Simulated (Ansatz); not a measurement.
Born–Oppenheimer molecular dynamics of C2H7BO (11 atoms, charge 0, multiplicity 1). It starts from a relaxed structure.

Computed with RKS PBE0/6-31G* (Ansatz 0.2.0).

```json
{
 "ensemble": "NVE (Milne-controlled integrator)",
 "time step": "0.5 fs",
 "steps asked": "150",
 "starting velocities drawn for": "500 K",
 "seed": "35271"
}
```

First frame:

```xyz
11
Properties=species:S:1:pos:R:3
B -0.008 -0.065 -0.009
O 0.044 -0.199 1.349
H -0.836 -0.326 1.725
C 1.367 0.125 -0.755
H 1.601 -0.779 -1.336
H 1.326 0.944 -1.484
H 2.200 0.305 -0.069
C -1.390 -0.086 -0.782
H -2.232 -0.488 -0.203
H -1.658 0.940 -1.072
H -1.324 -0.653 -1.719
```

Question: How far do the bonds stretch over the last three quarters of this one trajectory? (Pairs bonded in most of those frames.)

Answer: 
| bond | mean (Å) | spread (Å) | shortest | longest |
| --- | --- | --- | --- | --- |
| B1–O2 | 1.368 | 0.011 | 1.35 | 1.39 |
| B1–C4 | 1.579 | 0.021 | 1.54 | 1.62 |
| B1–C8 | 1.584 | 0.009 | 1.56 | 1.60 |
| O2–H3 | 0.970 | 0.017 | 0.94 | 0.99 |
| C4–H5 | 1.106 | 0.038 | 1.05 | 1.17 |
| C4–H6 | 1.109 | 0.074 | 1.00 | 1.22 |
| C4–H7 | 1.097 | 0.024 | 1.05 | 1.14 |
| C8–H9 | 1.101 | 0.020 | 1.07 | 1.13 |
| C8–H10 | 1.101 | 0.026 | 1.06 | 1.14 |
| C8–H11 | 1.106 | 0.041 | 1.04 | 1.16 |

Mean temperature of the second half: 247 K. The conserved energy stayed within 0.09 meV per atom of its start (net change -0.018 meV per atom), so the integration is sound. Over the second half the temperature averaged 0.49 of the 500 K drawn at the start: a run that starts near a minimum puts about half its kinetic energy into the potential. A run of 0.075 ps of so small a system gives no equilibrium averages.

Run time: 4.8 min on 1 thread of Intel(R) Xeon(R) Platinum 8488C (Sapphire Rapids), on a shared host, peak memory 0.15 GiB.
